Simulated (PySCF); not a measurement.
Rubidium: a sound run and one with changed settings

Sound run: Rb²⁺ [Ar] 3d10 4s2 4p5, Rb³⁺ [Ar] 3d10 4s2 4p4. All numbers are calculated (PySCF 2.14, the spin-free X2C one-electron Hamiltonian (Gaussian nucleus), in cc-pVDZ-X2C (6s5p3d, 36 functions)). The sound run starts from symmetry-adapted Hartree-Fock orbitals and uses a fine grid where one is needed.

Changed run: 26 angular points. This setting is unsound on purpose.

| species | method | sound run (hartree) | changed run (hartree) | converged |
| --- | --- | --- | --- | --- |
| Rb²⁺ | UHF | -2978.00122 | -2978.00122 | yes |
| Rb²⁺ | LDA | -2975.76807 | -2975.76817 | yes |
| Rb²⁺ | r2SCAN | -2979.79392 | -2979.79462 | yes |
| Rb³⁺ | UHF | -2976.53596 | -2976.53596 | yes |
| Rb³⁺ | LDA | -2974.24609 | -2974.24620 | yes |
| Rb³⁺ | r2SCAN | -2978.27809 | -2978.27961 | yes |

Ionisation energy of Rb²⁺:

| method | sound run (eV) | changed run (eV) |
| --- | --- | --- |
| UHF | 39.872 | 39.872 |
| LDA | 41.415 | 41.415 |
| r2SCAN | 41.248 | 41.226 |

A coarse angular grid integrates products of high-l functions wrongly, so density functionals can shift, and the SCF can exploit the error; Hartree-Fock and MP2 need no grid.

For comparison, NIST gives 39.247 eV between the lowest levels.
